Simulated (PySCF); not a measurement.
## Structure elucidation problem

Molecular formula: C5H13N3OSi. Simulated spectra:

$^{1}$H NMR (600 MHz, computed): δ 5.01 (br, 1H), 3.30 (m, 1H), 2.37 (m, 1H), 1.84 (s, 3H), 1.45 (m, 1H), 1.15 (m, 1H), 1.08 (m, 1H), 0.91 (br s, 2H), 0.73 (br s, 2H).

$^{13}$C{$^{1}$H} NMR (computed): δ 170.9 (C), 51.0 (CH), 26.9 (CH2), 23.8 (CH3), 20.5 (CH2).

Computed data (PySCF 2.14.0 with density-fitted response routines): GFN2-xTB geometry, shielding tensors at PBE0/pcSseg-1 (GIAO). Isolated molecule, one conformer, one averaged value for each set of equivalent atoms, non-relativistic.

Referencing at the same level of theory: $^{1}$H and $^{13}$C against TMS.

Propose a structure and justify it.

Results:


Rings plus π bonds: 2 (1 ring in the answer). 5 carbon signals for 5 carbons: no two carbons are equivalent. Carbon types of the structure: 1 × C, 1 × CH, 2 × CH2, 1 × CH3, leaving 5 H on heteroatoms. δC 170.9: amide carbonyl carbon; lone-pair donation from the attached heteroatom keeps it upfield of a ketone carbonyl. δC 51.0: sp3 CH bonded to N and Si; deshielded by the electronegative neighbour. δC 23.8: methyl carbon α to a carbonyl; α to the electron-withdrawing carbonyl group. δH 5.01: hydrogen on an amide-type nitrogen; exchangeable; this is the value without hydrogen bonding to other molecules. δH 3.30: hydrogen on an sp3 CH bonded to N and Si; its carbon carries N, hence the downfield position. δH 1.84: hydrogen on a methyl carbon α to a carbonyl; α to C=O. δH 0.91, 0.73: hydrogen on a nitrogen bonded to Si; exchangeable, gas-phase position.

These data were computed for SMILES CC(=O)N[C@H]1CC[Si]1(N)N.

This is the structure that produced the data.

The OH or NH signal is concentration- and solvent-dependent in practice; the value given is the gas-phase one. Amide-type NH protons are broadened by 14N but still split neighbouring CH signals. Shifts are as computed. Against solution values, carbons near 30 ppm lie about +3 ppm off and those near 130 ppm about +5 ppm. Of 1309 compounds with measured shifts, 239 miss one by over three times the rms of a fit or turn the order of signals round; such compounds aren't used in these exercises. The C=O carbon of an acid or of an amide with N–H lies up to 10 ppm further downfield in solution, through hydrogen bonding that the calculation lacks. Multiplicities follow the n + 1 count of equivalent neighbours, as no J values were calculated; m marks all less simple cases, F and P coupling included.
